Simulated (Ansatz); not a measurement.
Consider the redistribution: `BCN(B)C` + `CB(N)O` → `BB(N)O` + `BN(C)CC`.

Computed with Ansatz on PBE0-D4/def2-TZVP structures; ΔE is electronic, products minus reactants. CCSD(T)/CBS is the MP2 limit (def2-TZVPP, def2-QZVPP) plus CCSD(T) − MP2 in def2-TZVPP, frozen cores. This one scheme is used for every species. Each species was taken in one conformer, which may not be the lowest.

`BCN(B)C`:

Z-matrix (Å, degrees):
```
C
N 1 1.449
B 1 1.548 2 119.1
H 1 1.098 2 110.8 3 134.7
H 1 1.113 2 109.5 3 -112.1
C 2 1.446 1 114.0 3 151.7
B 2 1.386 1 122.7 3 -33.8
H 3 1.197 1 118.4 2 164.3
H 3 1.194 1 121.5 2 -22.8
H 6 1.096 2 110.9 1 -62.4
H 6 1.089 2 109.9 1 177.3
H 6 1.096 2 110.9 1 57.1
H 7 1.197 2 119.1 1 -177.4
H 7 1.198 2 119.1 1 1.7
```

`CB(N)O`:

Z-matrix (Å, degrees):
```
C
B 1 1.579
H 1 1.095 2 110.9
H 1 1.092 2 113.4 3 120.9
H 1 1.095 2 110.9 3 -118.2
N 2 1.404 1 122.1 3 -120.8
O 2 1.379 1 121.6 3 59.2
H 6 1.005 2 122.2 1 180.0
H 6 1.002 2 123.1 1 -0.0
H 7 0.957 2 112.7 1 0.0
```

`BB(N)O`:

Z-matrix (Å, degrees):
```
B
B 1 1.706
H 1 1.200 2 122.7
H 1 1.202 2 121.9 3 179.4
N 2 1.404 1 120.3 3 -36.7
O 2 1.380 1 123.4 3 145.0
H 5 1.003 2 122.9 1 6.7
H 5 1.007 2 122.7 1 -173.8
H 6 0.957 2 112.6 1 4.3
```

`BN(C)CC`:

Z-matrix (Å, degrees):
```
C
N 1 1.447
H 1 1.096 2 110.8
H 1 1.096 2 110.8 3 119.3
H 1 1.088 2 109.9 3 -120.3
C 2 1.455 1 111.5 3 -59.6
B 2 1.386 1 122.0 3 120.4
C 6 1.510 2 115.7 1 -179.6
H 6 1.099 2 108.0 1 -56.6
H 6 1.099 2 108.0 1 57.3
H 7 1.194 2 120.9 1 -180.0
H 7 1.198 2 118.0 1 0.1
H 8 1.092 6 109.0 2 179.8
H 8 1.091 6 111.7 2 60.3
H 8 1.091 6 111.7 2 -60.6
```

```tsv
species	CCSD(T)/CBS(def2) energy (Eh)
`BCN(B)C`	-185.80624
`CB(N)O`	-196.45123
`BB(N)O`	-182.53203
`BN(C)CC`	-199.69839
```

(1) Work out ΔE.

Largest T1 diagnostic among the species: 0.013.

## Answers

(1) ΔE = (-182.53203) + (-199.69839) − (-185.80624) − (-196.45123) = 0.02705 Eh = +71.0 kJ/mol.
